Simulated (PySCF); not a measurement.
First SCF of a structure search on singlet Pb₃, at a hand-made equilateral triangle geometry. PySCF input:

```python
from pyscf import gto, scf, dft
mol = gto.M(atom='''
Pb     0.000000     1.662800     0.000000
Pb     1.440000    -0.831400     0.000000
Pb    -1.440000    -0.831400     0.000000''',
    basis={'Pb': 'def2-TZVP'},
    ecp={'Pb': 'def2-TZVP'},
    charge=0, spin=0)
mf = dft.RKS(mol, xc='PBE0')
mf.grids.atom_grid = (50, 194)
aux = {'Pb': 'def2-universal-JKFIT'}
mf = mf.density_fit(auxbasis=aux)
mf.conv_tol = 1e-08
mf.diis_space = 10
mf.max_cycle = 60
mf.init_guess = 'huckel'
mf.verbose = 4
mf.kernel()
```

Excerpt of the output (cycles and frontier levels):

```
init E= -578.314128725891
cycle= 1 E= -578.303699193911  delta_E= 0.0104  |g|= 1.39  |ddm|= 2.98
  HOMO = -0.0803674208492417  LUMO = -0.0777972914502891  gap/eV = 0.06994
cycle= 2 E= -577.517879217  delta_E= 0.786  |g|= 2.38  |ddm|= 3.45
  HOMO = -0.175963515955128  LUMO = -0.141064788723435  gap/eV = 0.94964
cycle= 3 E= -578.503545892958  delta_E= -0.986  |g|= 0.624  |ddm|= 2.66
  HOMO = -0.161934900602978  LUMO = -0.157809327433932  gap/eV = 0.11226
cycle= 4 E= -578.649725385734  delta_E= -0.146  |g|= 0.174  |ddm|= 1.15
  HOMO = -0.172883981463123  LUMO = -0.151240114060281  gap/eV = 0.58896
cycle= 5 E= -578.653427587191  delta_E= -0.0037  |g|= 0.0718  |ddm|= 0.14
  HOMO = -0.177311356441726  LUMO = -0.147444205759029  gap/eV = 0.81273
cycle= 6 E= -578.655927829376  delta_E= -0.0025  |g|= 0.0129  |ddm|= 0.133
  HOMO = -0.178053608126265  LUMO = -0.146792742401803  gap/eV = 0.85065
cycle= 7 E= -578.655965907595  delta_E= -3.81e-05  |g|= 0.00407  |ddm|= 0.0218
  HOMO = -0.177953295974876  LUMO = -0.146914350012247  gap/eV = 0.84461
cycle= 8 E= -578.655969773581  delta_E= -3.87e-06  |g|= 0.000843  |ddm|= 0.00623
  HOMO = -0.178002729491618  LUMO = -0.146904173595612  gap/eV = 0.84623
cycle= 9 E= -578.655970069825  delta_E= -2.96e-07  |g|= 0.000173  |ddm|= 0.00176
  HOMO = -0.178000914942341  LUMO = -0.146903329793258  gap/eV = 0.84621
cycle= 10 E= -578.655970074972  delta_E= -5.15e-09  |g|= 2.59e-05  |ddm|= 0.000215
  HOMO = -0.177998796622123  LUMO = -0.146902983140357  gap/eV = 0.84616
Extra cycle  E= -578.655970074994  delta_E= -2.18e-11  |g|= 2.72e-05  |ddm|= 5.67e-05
converged SCF energy = -578.655970074994
```

This is not the lowest solution: another start and a stability analysis within the same restricted form found one 3.2 kJ/mol lower, at -578.65719 Eh.

No spin–orbit coupling is included, which matters more the heavier the element.

The search for the lowest solution, 3 starts and the stability check together, took 9.9 s on 8 threads of a shared Arm Neoverse V2 host, with 150 basis functions.
